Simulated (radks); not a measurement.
Q: The mean radii <r> (bohr) of the occupied orbitals of an atom or ion are listed with their occupations. Method: scalar-relativistic Kohn-Sham, LB94 model potential, spin-polarised, spherical densities, finite nucleus; Fermi nuclear charge, rms radius of each element as measured or else 0.836 A^(1/3) + 0.57 fm; computed with a radial shooting solver on a logarithmic mesh with Libxc functionals.

orbital  occ.      <r>
1s up       1  0.05019
1s down     1  0.05020
2s up       1   0.2255
2s down     1   0.2255
2p up       3   0.1974
2p down     3   0.1974
3s up       1   0.6836
3s down     1   0.6844
3p up       3   0.7152
3p down     3   0.7166
3d down     5   0.8835
3d up       5   0.8749
4s up       1    2.276

Name the element and its charge. Open shells, if any, are filled with parallel spins first.

A: Z = 30, zinc, charge +1: Zn+ in [Ar] 3d10 4s1. The 1s radius gives Z: for a bare nucleus <r> = (2 gamma + 1)/(2Z) with gamma = sqrt(1 - (Z/c)^2), 0.04919 bohr for Z = 30, and screening makes it slightly larger (0.05019 here). The occupations add up to 29, and the charge is Z minus that.
